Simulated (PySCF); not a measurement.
SiH2Cl2, SMILES Cl[SiH2]Cl. Atoms are numbered in the order given.

```xyz
5

Si     0.0000     0.0000     0.7664
Cl     1.6824     0.0000    -0.4085
Cl    -1.6824     0.0000    -0.4085
H      0.0000    -1.2244     1.5799
H      0.0000     1.2244     1.5799
```
Charge 0, spin multiplicity 1.

The structure is a stationary point at B3LYP-D3(BJ)/def2-TZVP. The isomer is the one that the SMILES or the coordinates give; other isomers of the formula were not compared.

Two levels are set side by side: PBE/pcJ-1 (PySCF) and B3LYP/pcJ-1 (PySCF). One-bond couplings, all four terms, same geometry. Isotopes: 1H, 29Si, 35Cl. Differences are taken from unrounded values.

| quantity | B3LYP |
|---|---|
| ¹J(Si1,H4) (Hz) | -302.4 |
| ¹J(Si1,H5) (Hz) | -302.4 |

What does PBE give, and how far is it from B3LYP? (The exact figures need the calculation; the answer reports its results.)


```json
[
 {"quantity": "¹J(Si1,H4) (Hz)", "PBE": "-272.8", "PBE minus B3LYP": "29.6"},
 {"quantity": "¹J(Si1,H5) (Hz)", "PBE": "-272.8", "PBE minus B3LYP": "29.6"}
]
```

Rough cost on one machine, each run with all the roots and properties that it gave: B3LYP against PBE within a factor of 2.
